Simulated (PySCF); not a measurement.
# Cu²⁺: ionisation energy

Cu²⁺ [Ar] 3d9 (2D) → Cu³⁺ [Ar] 3d8 (3F), as a difference of total energies. All numbers are calculated (PySCF 2.14, scalar relativity by spin-free X2C-1e, in aug-cc-pwCVTZ-DK (10s9p7d4f3g, 127 functions)). Correlated levels: valence: [Ar] frozen; valence and next inner shell: [Ne] frozen; nothing frozen. The calculations carry no spin-orbit coupling.

| method | ionisation energy (eV) |
| --- | --- |
| UHF | 34.004 |
| LDA | 38.092 |
| PBE | 37.369 |
| PBE0 | 36.840 |
| PW91 | 37.474 |
| BHandHLYP | 36.329 |
| BP86 | 37.431 |
| MP2 (valence) | 36.846 |
| SCS-MP2 (valence) | 36.612 |
| MP2 (valence and next inner shell) | 37.450 |
| SCS-MP2 (valence and next inner shell) | 37.053 |
| MP2 (all electrons) | 37.478 |

Question: Estimate what SCS-MP2 (all electrons) gives.

Answer: 37.068 eV, closest to SCS-MP2 (valence and next inner shell) among the rows shown.

Question: Estimate what r2SCAN gives.

Answer: 36.489 eV, closest to SCS-MP2 (valence) among the rows shown.

A first-order spin-orbit estimate (lowest level to lowest level, LS coupling) adds -0.072 eV.

Errors of the correlated levels include the incompleteness of this basis and the frozen core.

For comparison: 36.841 ± 0.012 eV (measured; NIST Atomic Spectra Database, ionization energies).
